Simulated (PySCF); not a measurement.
# `COC1=C[C@H]2C=C[C@@H]1C=C2`, C$_{9}$H$_{10}$O

Geometry:
```json
{"atom": "C1", "x (Å)": "2.651", "y (Å)": "-0.293", "z (Å)": "0.015"}
{"atom": "O2", "x (Å)": "1.622", "y (Å)": "0.644", "z (Å)": "-0.150"}
{"atom": "C3", "x (Å)": "0.374", "y (Å)": "0.158", "z (Å)": "-0.121"}
{"atom": "C4", "x (Å)": "-0.071", "y (Å)": "-1.095", "z (Å)": "0.039"}
{"atom": "C5", "x (Å)": "-1.603", "y (Å)": "-1.148", "z (Å)": "-0.002"}
{"atom": "C6", "x (Å)": "-2.101", "y (Å)": "-0.184", "z (Å)": "1.081"}
{"atom": "C7", "x (Å)": "-1.634", "y (Å)": "1.053", "z (Å)": "0.928"}
{"atom": "C8", "x (Å)": "-0.732", "y (Å)": "1.195", "z (Å)": "-0.301"}
{"atom": "C9", "x (Å)": "-1.557", "y (Å)": "0.715", "z (Å)": "-1.498"}
{"atom": "C10", "x (Å)": "-2.024", "y (Å)": "-0.521", "z (Å)": "-1.335"}
{"atom": "H11", "x (Å)": "3.601", "y (Å)": "0.255", "z (Å)": "-0.031"}
{"atom": "H12", "x (Å)": "2.628", "y (Å)": "-1.055", "z (Å)": "-0.785"}
{"atom": "H13", "x (Å)": "2.570", "y (Å)": "-0.807", "z (Å)": "0.989"}
{"atom": "H14", "x (Å)": "0.527", "y (Å)": "-1.992", "z (Å)": "0.183"}
{"atom": "H15", "x (Å)": "-1.985", "y (Å)": "-2.167", "z (Å)": "0.128"}
{"atom": "H16", "x (Å)": "-2.766", "y (Å)": "-0.516", "z (Å)": "1.879"}
{"atom": "H17", "x (Å)": "-1.847", "y (Å)": "1.902", "z (Å)": "1.578"}
{"atom": "H18", "x (Å)": "-0.309", "y (Å)": "2.198", "z (Å)": "-0.427"}
{"atom": "H19", "x (Å)": "-1.722", "y (Å)": "1.353", "z (Å)": "-2.367"}
{"atom": "H20", "x (Å)": "-2.642", "y (Å)": "-1.064", "z (Å)": "-2.053"}
```

Computed, not measured: quadratic response CAM-B3LYP/aug-cc-pVDZ first hyperpolarisability, Taylor convention, gas phase in PySCF 2.14.0. Geometry: PBE0-D3(BJ)/def2-SVP.

(1) Give the tensor of the second harmonic β(−2ω;ω,ω) at 1064 nm in the axes of these coordinates.

Answers

(1) In au, Taylor convention; rows are the first index (the induced dipole):
```
       xx     yy     zz     xy     xz     yz
x  +157.1  +14.2  -20.0  +34.4   +1.6   -6.0
y   +37.3  +23.9  +64.6  +13.9   -6.2  +16.3
z    +1.3  +16.3  -30.2   -6.3  -22.2  +64.7
```
Norm of βᵢ = ⅓ Σⱼ (βᵢⱼⱼ + βⱼᵢⱼ + βⱼⱼᵢ): 194.7 au, hyper-Rayleigh value 85.2 au.
